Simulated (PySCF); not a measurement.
**MSe for M along the third period**

PBE0 with double-zeta basis sets in PySCF, for the lowest determinant that a PBE0 search found; no spin–orbit coupling. De refers to high-spin ground-configuration atoms. A positive dipole means M(−)Se(+).

| M | basis | state (unpaired electrons) | Re (Å) | ωe (cm⁻¹) | De (eV) | μ (D) |
| --- | --- | --- | --- | --- | --- | --- |
| Na | def2-SVP | doublet (π ↑) | 2.604 | 272 | 2.35 | -8.04 |
| Mg | aug-cc-pVDZ/aug-cc-pVDZ-PP | singlet (closed shell) | 2.271 | 426 | 1.79 | -7.48 |
| Al | pcseg-1 | doublet (σ ↑) | 2.164 | 487 | 3.76 | -3.52 |
| Si | x2c-SVPall | singlet (closed shell) | 2.063 | 597 | 5.48 | -1.18 |
| P | def2-SVP | doublet (π ↑) | 2.037 | 597 | 3.75 | -0.24 |
| Cl | x2c-SVPall | doublet (π ↑) | 2.145 | 442 | 2.69 | 0.84 |

The shortest bond is that of PSe (2.037 Å), the longest that of NaSe (2.604 Å). SiSe is bound most strongly (5.48 eV) and MgSe least (1.79 eV).

The rows differ in basis set, which adds steps of its own.

The state changes along the series, so neighbouring rows are not always alike in their bonding.

Spin–orbit coupling is left out. States were picked by a PBE0 search and need not be the measured ground states.
